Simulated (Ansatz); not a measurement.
A made-up structure of B2H2OF, doublet:

```xyz
6
angstrom
B -0.6633 0.8099 -0.9489
B -0.0114 -0.2718 0.0904
O 1.1288 0.0045 0.7742
F -0.5950 -1.4757 0.2422
H 1.7758 0.6545 0.4584
H 1.4222 -0.7284 1.3248
```

It is relaxed with PBE-D4/def2-SVP and then PBE0-D4/def2-TZVP (Ansatz 0.2.0). Atoms count as bonded within 1.22 times the sum of their covalent radii (H–H: 0.88 Å). The end point is not checked to be a true minimum.

(1) Does its bonding change? (A judgement: the text doesn't fix the answer.)

Results:

(1) The calculation gives: No: no bond forms or breaks.

Where it ends: The first stage lowers the energy by 1.00 eV in 11 steps. It ends as B₂H₂OF ([B][B]([OH2])[F]):
B1  (-0.282, 0.869, -1.040)
B2  (-0.219, -0.360, 0.030)
O3  (1.071, -0.036, 0.956)
F4  (-0.706, -1.509, 0.466)
H5  (1.450, 0.764, 0.536)
H6  (1.743, -0.734, 0.993)
(Å)

Labels in which every atom is bracketed show which atoms are joined, not bond orders.

For scale, one of the runs: PBE0-D4/def2-TZVP relaxation, 136 basis functions, launched by `ansatz run in.yaml --threads 2 --pin off --events-out ev --progress --plain --max-ram 4352MiB`. The run took about 100 s on 2 CPU threads of an Arm Neoverse V1 (shared host).
